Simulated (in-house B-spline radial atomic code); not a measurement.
# Ionising Kr XXXI (Kr30+) with different functionals

Computed with a B-spline radial code for spherical atoms: non-relativistic Hamiltonian, point nucleus, spin-polarised at highest spin, spherical fractional occupations for the functionals. The ionisation energy is the difference of two self-consistent energies, [He] 2s2 2p2 → [He] 2s2 2p1, without Breit or QED terms; ε is the level of the shell that loses the electron (its least bound occupied spin orbital). There is no spin-orbit coupling in this Hamiltonian.

Hybrids are left out here: with spherical fractional occupations of an open shell their exact exchange keeps a self-interaction that integer-occupation calculations don't have.

| method | rung | ΔSCF (eV) | -ε(2p) (eV) |
| --- | --- | --- | --- |
| PW91 | GGA | 3538.5 | 3464.8 |
| PBEsol | GGA | 3536.1 | 3462.6 |
| BLYP | GGA | 3538.6 | 3464.8 |
| OLYP | GGA | 3540.2 | 3467.4 |
| r2SCAN | meta-GGA | 3540.6 | 3469.4 |

Among the functionals, which spreads more, the ΔSCF values or the orbital energies?

The orbital energies: ΔSCF values span about 4.5 eV and the orbital energies 6.8 eV.

How do they compare with the NIST value?

NIST lists 3584 eV ± 4 (semi-empirical, ground level to ground level). Errors run from -47.9 to -43.4 eV. The correlated functionals all miss on the same side by more than they spread, so the cause is common to them (relativity, Breit-QED terms, multiplet and fine-structure energies, or a listed next ion that isn't the cheapest removal here) and closeness doesn't rank the functionals.
